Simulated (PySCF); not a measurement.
Species: C2H8Si3.
Numbering: `[CH:1]#[C:2][SiH2:3][SiH2:4][SiH3:5]` (hydrogens: H6 on C1; H7, H8 on Si3; H9, H10 on Si4; H11, H12, H13 on Si5)

Method: PBE0-D3(BJ)/def2-SVP geometry optimisation, gas phase in PySCF.

(1) List the bond lengths, angles and torsions at this level.

Answers

(1) 
| bond | length (Å) | order |
| --- | --- | --- |
| C1≡C2 | 1.217 | triple |
| C2–Si3 | 1.835 | single |
| Si3–Si4 | 2.345 | single |
| Si4–Si5 | 2.345 | single |
| C1–H6 | 1.076 | single |
| Si3–H7, Si3–H8 | 1.494 | single |
| Si4–H9, Si4–H10 | 1.497 | single |
| Si5–H11, Si5–H12, Si5–H13 | 1.495 | single |

Bonds in one row agree within 0.01 Å and their mean is given. Orders are formal, as drawn. A selection of angles:
| angle | degrees |
| --- | --- |
| C2–C1–H6 | 179.6 |
| C1–C2–Si3 | 176.8 |
| C2–Si3–Si4 | 106.8 |
| C2–Si3–H7 | 109.5 |
| Si4–Si3–H7 | 112.7 |
| Si4–Si3–H8 | 109.9 |
| H7–Si3–H8 | 108.9 |
| Si3–Si4–Si5 | 108.0 |
| Si3–Si4–H9 | 110.1 |
| Si5–Si4–H9 | 110.6 |
| Si5–Si4–H10 | 110.1 |
| H9–Si4–H10 | 108.8 |
| Si4–Si5–H11 | 109.4 |
| Si4–Si5–H13 | 111.3 |
| H11–Si5–H12 | 109.0 |

Torsions: C2–Si3–Si4–Si5 55° (synclinal). The mirror-image conformer, all signs reversed, is as good.

Si3 (SiH2 silicon) is tetrahedral (angles from 106.8° to 112.7°). Si5 (SiH3 silicon) is tetrahedral (angles from 108.8° to 111.3°). Si4 (SiH2 silicon) is tetrahedral (angles from 108.0° to 110.6°).

Point group: C1 (no symmetry element, even within 0.4 Å). PBE0-D3(BJ)/def2-SVP frequencies: not computed here. One conformer, not necessarily the lowest.
